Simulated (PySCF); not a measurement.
Input for PySCF:
```python
from pyscf import gto, scf, mp

mol = gto.Mole()
mol.atom = '''
    Cl   -1.64657899   -2.57122596   -0.80160105
    B    -0.74801581   -1.16806888   -0.36415518
    N    -1.39762621    0.07263285   -0.12954413
    B    -0.67801320    1.24217779    0.23197843
    Cl   -1.49248487    2.73435911    0.51064538
    N     0.73311727    1.14480397    0.35690215
    B     1.42602901   -0.07410891    0.13217674
    Cl    3.13906386   -0.16313315    0.29095568
    N     0.66450893   -1.21743683   -0.22735802
    H    -2.40215759    0.12483707   -0.22265281
    H     1.26003878    1.96762163    0.61342239
    H     1.14211880   -2.09245870   -0.39076958
'''
mol.basis = '3-21g'
mol.verbose = 4
mol.build()

mf = scf.RHF(mol)
mf.kernel()

pt = mp.MP2(mf, frozen=21)
pt.kernel()
print('E(MP2) = %.10f' % pt.e_tot)
```

### Question
Give the SCF-reference Mulliken (on the basis functions themselves) charges in atom order at the level MP2/3-21G run with PySCF.

### Answer
Cl1 -0.29, B2 0.94, N3 -1.02, B4 0.94, Cl5 -0.29, N6 -1.02, B7 0.94, Cl8 -0.29, N9 -1.02, H10 0.37, H11 0.37, H12 0.37

### Question
What is the computed SCF-reference dipole moment (MP2/3-21G)?

### Answer
0.00 D

### Question
What is the computed total energy (MP2/3-21G)?

### Answer
-1610.732430 Ha

### Question
Estimate the SCF-reference HOMO-LUMO gap that MP2/3-21G returns for this input.

### Answer
16.13 eV

### Question
Estimate the nuclear repulsion energy that MP2/3-21G returns for this input.

### Answer
605.0325 Eh
